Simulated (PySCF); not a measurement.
MgSn and its ions

PBE0; basis Mg aug-cc-pVDZ, Sn aug-cc-pVDZ-PP with ECP28; scalar-relativistic core potentials; PySCF 2.14. Neutral (UKS): triplet (π ↑↑), Re = 2.776 Å, ωe = 221 cm⁻¹, De = 0.93 eV, HOMO -4.79 eV, LUMO -2.67 eV.

MgSn⁻ (UKS): quartet (σ ↑, π ↑↑), Re = 2.931 Å, ωe = 174 cm⁻¹, De = 0.87 eV to Mg + Sn⁻. The energies at the minima are -414.24891 hartree for MgSn and -414.29888 for MgSn⁻.

Work out the adiabatic electron affinity, without and with harmonic zero-point energies (1 hartree = 27.2114 eV, 1 eV = 8065.5 cm⁻¹), and the change of the bond length.

At PBE0: 0.04997 hartree = 1.360 eV between the minima; the zero-point term (221.0 − 174.0)/2 cm⁻¹ = +0.003 eV makes it 1.363 eV. Re changes by +15.5 pm against the neutral. The electron enters a σ orbital, and the longer bond of the ion fits an antibonding orbital, or a change in how ionic the bond is.

These are scalar-relativistic numbers at best; spin–orbit coupling would shift them, the dissociation energy most. For an ion De counts to the pair picked by the measured ionisation energies or electron affinities, which need not be the lowest pair at this level. States were picked by a PBE0 search and need not be the measured ground states.
